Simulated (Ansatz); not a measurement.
Consider the ligand exchange at a Ge–C bond: `FC(F)=[CH][GeH3]` + `NB(O)F` → `OB(F)[NH][GeH3]` + `C=C(F)F`.

Isolated molecules relaxed with PBE0-D4/def2-TZVP in Ansatz; ΔE leaves out vibrations. CCSD(T)/CBS adds triple-zeta CCSD(T) − MP2 to the extrapolated MP2 energy (def2 sets, frozen cores). Functionals use def2-TZVPP. For Ge outer-core shells are correlated without core-valence functions, which leaves a few kJ/mol of doubt a bond. Scalar relativity is left out up to krypton. Each species was taken in one conformer, which may not be the lowest.

| species | ωB97X-V energy (Eh) |
| --- | --- |
| `FC(F)=[CH][GeH3]` | -2355.11056 |
| `NB(O)F` | -256.66703 |
| `OB(F)[NH][GeH3]` | -2334.68859 |
| `C=C(F)F` | -277.09726 |

(1) Work out ΔE.

Largest T1 diagnostic among the species: 0.012.

Results:

(1) ΔE = (-2334.68859) + (-277.09726) − (-2355.11056) − (-256.66703) = -0.00826 Eh = -21.7 kJ/mol. CCSD(T)/CBS gives -21.0 kJ/mol.

In def2-TZVPP, CCSD(T) changes the Hartree–Fock value by +8.0 kJ/mol (the triples alone add +1.1 kJ/mol) and MP2 by +9.5 kJ/mol.
